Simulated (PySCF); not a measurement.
SMILES [SiH3][SiH2][SiH2][SeH] (H8SeSi3) (GFN2-xTB optimised geometry):

```
12

Si     1.998     0.972    -0.927
Si     1.005    -0.916     0.000
Si    -1.321    -0.916     0.000
Se    -1.951     1.317     0.000
H      2.086     0.855    -2.384
H      1.209     2.164    -0.618
H      3.355     1.190    -0.423
H      1.390    -2.164    -0.678
H      1.429    -1.134     1.393
H     -2.042    -1.471     1.149
H     -2.000    -1.461    -1.179
H     -3.355     1.083     0.104
```

Calculation: PBE/def2-TZVP (PySCF).

Question: What are the frontier orbital energies and the dipole moment?

Answer: HOMO-2 -7.46 eV, HOMO-1 -7.33 eV, HOMO -5.68 eV, LUMO -1.73 eV, LUMO+1 -1.38 eV; dipole moment 1.08 D.

Meta-Löwdin charges at PBE/def2-TZVP: Si1 0.20, Si2 0.09, Si3 0.27, Se4 -0.25, H5 -0.06, H6 -0.05, H7 -0.05, H8 -0.05, H9 -0.04, H10 -0.06, H11 -0.07, H12 0.08.
